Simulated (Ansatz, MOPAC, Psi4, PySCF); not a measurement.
Molecule: H4BN2O (charge 0, doublet). SMILES: [NH]B(N)O
Coordinates optimised at B3LYP-D3(BJ)/def2-TZVP (Ansatz, a program for electronic structure):
```
B
O 1 1.3792
H 2 0.9619 1 112.27
N 1 1.4099 2 118.36 3 -173.71
H 4 1.0037 1 123.45 2 179.16
H 4 1.0062 5 114.35 1 169.66
N 1 1.4601 2 118.95 3 2.54
H 7 1.0208 1 115.11 2 122.09
```
Charge 0, spin multiplicity 2.

Property: enthalpy of formation at 298 K, in kcal/mol. Conventions: spin-orbit terms left out; frozen cores in correlated levels; 6-31G* and kin with 6d, 5d where marked; 6-311+G** with 5d; non-relativistic; dispersion terms only where a functional's name holds one; PM7 with its own dispersion and hydrogen-bond terms; open shells spin-unrestricted; LANL2DZ all-electron up to Ne. CBS(X,Y): correlation extrapolated as X^-3; Hartree-Fock from the larger set. Ab initio and DFT rows: single points at B3LYP-D3(BJ) geometries (Ansatz), with unscaled harmonic terms from B3LYP/6-31G* (Ansatz) at its own minima, enthalpies of formation by atomisation with measured atoms. Semi-empirical rows: MOPAC heats of formation at their own minima for 298 K.

Coupled cluster (Ansatz) is a level with limits of its own, used here on species with T1 under 0.025 (0.045 for open shells) and stable references: CCSD(T)/CBS(aug-cc-pVTZ,aug-cc-pVQZ).

Value to compare with, CCSD(T)/CBS(aug-cc-pVTZ,aug-cc-pVQZ) (Ansatz): -66.2 kcal/mol.

```
level               program  enthalpy of formation at 298 K (kcal/mol)  difference
------------------  -------  -----------------------------------------  ----------
AM1                   MOPAC                                      -83.9       -17.7
PM7                   MOPAC                                      -68.0        -1.8
MNDO                  MOPAC                                      -77.3       -11.1
HF/STO-3G            Ansatz                                      136.7       202.9
HF/3-21G             Ansatz                                      210.0       276.2
SVWN5/6-31G*         Ansatz                                     -175.1      -108.9
PBE/3-21G            Ansatz                                      -61.1         5.1
PBE/6-31G*           Ansatz                                      -77.9       -11.7
BP86/6-31G* (5d)      PySCF                                      -85.3       -19.1
B3LYP/6-31G          Ansatz                                      -26.1        40.1
B3LYP/6-31G*         Ansatz                                      -57.6         8.6
wB97X-D/6-311+G**      Psi4                                      -62.4         3.8
MP2/STO-3G           Ansatz                                       55.2       121.4
MP2/LANL2DZ          Ansatz                                       73.0       139.2
B3LYP/def2-TZVPD     Ansatz                                      -71.1        -4.9
PBE0/def2-TZVPD      Ansatz                                      -68.7        -2.5
wB97M-V/def2-TZVPD   Ansatz                                      -73.2        -7.0
```

Among the 14 habitual levels, HF/3-21G lies farthest from CCSD(T)/CBS(aug-cc-pVTZ,aug-cc-pVQZ) (Ansatz) (276.2 kcal/mol) and PM7 nearest (-1.8); 8 of 14 lie above it, and their mean absolute difference is 69.1 kcal/mol, the median 18.4. One case shows no general order.

The levels are drawn from those run, B3LYP/6-31G* more often than the rest, none by its result; left out are runs that failed, that the program found above a lower state of the same kind, or whose <S^2> lies over 0.5 above the pure value.
